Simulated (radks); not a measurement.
Species: Co4+. Configuration: [Ar] 3d5.

Calculated with a radial shooting solver on a logarithmic mesh with Libxc functionals: scalar-relativistic Kohn-Sham, SCAN, spin-unpolarised, spherical densities, finite nucleus; meta-GGA in the generalised Kohn-Sham scheme; Fermi nuclear charge, rms radius 3.7875 fm.

Energy parts (eV):
part                      energy
total                 -37801.918
kinetic                38295.437
electron-nucleus      -89142.091
Hartree                14620.040
exchange-correlation   -1575.304

Orbitals (lengths in bohr, moments of r in powers of bohr; <r^-3> diverges for s and p1/2; r(max) is where P^2 peaks):
orbital,occ.,eigenvalue (eV),<r^-3>,r(max),<r^2>,<r^4>
1s,2,-7681.543,-,0.03679,0.004250,0.00004654
2s,2,-972.7196,-,0.2128,0.07672,0.01028
2p,6,-840.4928,549.9,0.1721,0.06207,0.007827
3s,2,-166.4203,-,0.6644,0.6628,0.6961
3p,6,-127.5489,72.55,0.6723,0.7319,0.9028
3d,5,-65.8616,7.365,0.6427,0.9505,1.903

The highest occupied level is 3d at -65.862 eV. The electron density at the nucleus is 1.735e+04 e/bohr^3 (large components only). Summed over all electrons, <r^2> = 11.00 bohr^2, which gives a Langevin (diamagnetic) susceptibility term of -8.72 x 10^-6 cm^3/mol.
